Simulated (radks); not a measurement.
The numbers below are computed, except where a source is named.
Problem. The silver ion Ag2+ is in [Kr] 4d9. Code: a radial shooting solver on a logarithmic mesh with Libxc functionals. Model: scalar-relativistic Kohn-Sham, PBEsol, spin-polarised, spherical densities, finite nucleus; Fermi nuclear charge, rms radius of each element as measured or else 0.836 A^(1/3) + 0.57 fm. Open shells are filled with parallel spins first. One electron is removed from 3d, 4s, 4p, 4d in turn, with full relaxation. Which removal costs least, and what does each cost?

Solution. 4d 35.577 eV; 4p 88.659 eV; 4s 125.61 eV; 3d 400.19 eV. The 4d electron leaves first.
